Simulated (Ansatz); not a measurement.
Mulliken charges of C2H3BrF2, SMILES `FC(F)CBr` from ωB97M-V/def2-TZVPP in Ansatz (PBE0-D4/def2-TZVP geometry).

```json
{"atom": "F1", "x (Å)": "-1.362", "y (Å)": "0.778", "z (Å)": "0.794", "charge (e)": "-0.188"}
{"atom": "C2", "x (Å)": "-0.078", "y (Å)": "0.370", "z (Å)": "0.694", "charge (e)": "0.278"}
{"atom": "F3", "x (Å)": "0.137", "y (Å)": "-0.560", "z (Å)": "1.651", "charge (e)": "-0.188"}
{"atom": "C4", "x (Å)": "0.217", "y (Å)": "-0.178", "z (Å)": "-0.676", "charge (e)": "-0.221"}
{"atom": "Br5", "x (Å)": "-0.883", "y (Å)": "-1.697", "z (Å)": "-1.124", "charge (e)": "-0.063"}
{"atom": "H6", "x (Å)": "0.568", "y (Å)": "1.231", "z (Å)": "0.908", "charge (e)": "0.087"}
{"atom": "H7", "x (Å)": "0.032", "y (Å)": "0.592", "z (Å)": "-1.423", "charge (e)": "0.147"}
{"atom": "H8", "x (Å)": "1.255", "y (Å)": "-0.500", "z (Å)": "-0.724", "charge (e)": "0.147"}
```

Question: By hand: the dipole of these point charges (1 e Å = 4.8032 D).

Answer: Σ q r = (0.455, 0.329, -0.283) e Å, of length 0.629 e Å = 3.02 D.

Question: How does the dipole of the full density compare? (An estimate is asked.)

Answer: Computed: (0.440, 0.359, -0.209) e Å, 2.91 D; the point charges give 1.04 times that, at 7° from its direction.

Point charges leave out the atoms' own dipoles, such as those of lone pairs, and Mulliken's split depends on the basis, so the close match here is no proof of good charges.
